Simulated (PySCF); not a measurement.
## Vertical excitation energies

Compound: pentafluoropyridine, C₅F₅N.
InChI=1S/C5F5N/c6-1-2(7)4(9)11-5(10)3(1)8

Computed with TDDFT CAM-B3LYP/def2-SVPD, vertical, gas phase, core orbitals frozen in the response in PySCF. Geometry: GFN2-xTB; no solvent, vibrations or thermal averaging.

Q: Predict the UV-vis stick spectrum at this level.

A: 

```csv
state,λ (nm),E (eV),f,symmetry,"main configurations (H = HOMO, L = LUMO)"
S1,230.1,5.39,0.071,B1 or B2,"H→L (84%), H-1→L+1 (15%)"
S2,197.5,6.28,0.0000,–,H→L+2 (94%)
S3,193.9,6.39,0.033,A1,"H→L+1 (68%), H-1→L (30%)"
S4,191.2,6.48,0.0022,B1 or B2,H-2→L (98%)
S5,176.7,7.02,0.0000,–,H-2→L+1 (99%)
S6,174.3,7.11,0.013,B1 or B2,H-1→L+2 (85%)
S7,168.9,7.34,0.463,A1,"H-1→L (65%), H→L+1 (29%)"
S8,166.0,7.47,0.405,B1 or B2,"H-1→L+1 (82%), H→L (14%)"
```

Triplets (Tamm–Dancoff): T1 4.19 eV, H→L+1 (76%), H-1→L (19%); T2 4.30 eV, H→L (98%); T3 4.99 eV, H-1→L (78%), H→L+1 (21%).

The lowest singlet comes at 230 nm (520 kJ/mol) in the ultraviolet; it is of moderate strength; its leading configuration is HOMO→LUMO (84%). The strongest level in the table is S7 at 7.34 eV (169 nm, f = 0.463). Löwdin shares by element: HOMO carbon 63% or more (atoms not listed hold the other 37%); LUMO carbon 46% or more, nitrogen 21% (atoms not listed hold the other 32%). Of the 8 states listed, 5 reach f = 0.01 and 2 stay under 0.0005. Orbital energies (eV): HOMO-3 -13.22, HOMO-2 -11.37, HOMO-1 -10.59, HOMO -9.49, LUMO -0.77, LUMO+1 -0.19, LUMO+2 0.18. The listed states span 2.08 eV, and the widest gap between neighbours is 0.89 eV (S1 to S2). Symmetry labels in C2v follow from the direction of the transition dipole and are given only for states with f of 0.002 or more; B1 and B2 swap with the choice of axes. Singlets were solved by full linear response, triplets in the Tamm–Dancoff approximation.
